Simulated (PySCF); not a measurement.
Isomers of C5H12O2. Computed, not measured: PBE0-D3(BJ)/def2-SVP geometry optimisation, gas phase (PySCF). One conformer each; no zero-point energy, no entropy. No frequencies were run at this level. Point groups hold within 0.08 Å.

Task: Order them by energy at this level, lowest first, and give relative energies in kcal/mol.
A. `[OH:1][CH2:2][CH2:3][CH2:4][CH2:5][CH2:6][OH:7]` with H–O1–C2–C3 59°, O1–C2–C3–C4 54°, C2–C3–C4–C5 64°, C3–C4–C5–C6 172°, C4–C5–C6–O7 -59° (1,5-pentanediol)
B. `[CH3:1][CH2:2][O:3][CH2:4][O:5][CH2:6][CH3:7]` with C1–C2–O3–C4 87°, C2–O3–C4–O5 67°, O3–C4–O5–C6 68°, C4–O5–C6–C7 88°

Result: A (0.0), B (5.1).

As drawn, the lower has an O–H bond, which the higher lacks.

```tsv
SMILES	E (Eh)	E rel (kcal/mol)	dipole (D)	point group	A, B, C (MHz)
OCCCCCO	-347.54685	0.0	1.90	C1	6224, 1055, 1001
CCOCOCC	-347.53877	5.1	0.17	C2	8188, 1142, 1126
```

Task: How do the relative energies change in single points at PBE0/pcSseg-1 (no added dispersion term) on the same geometries?

Result: 
```
 SMILES  PBE0-D3(BJ)/def2-SVP (kcal/mol)  PBE0/pcSseg-1 (kcal/mol)  shift
OCCCCCO                              0.0                       0.0    0.0
CCOCOCC                              5.1                       4.6   -0.5
```

Each column counts from its own lowest isomer. The order is unchanged; the largest shift is 0.5 kcal/mol.

Task: As an exercise, what shares would exp(−E/RT) give at 500 K from these electronic energies alone (no entropy, no degeneracies)?

Result: RT = 0.994 kcal/mol: OCCCCCO 99.4 %, CCOCOCC 0.6 %.
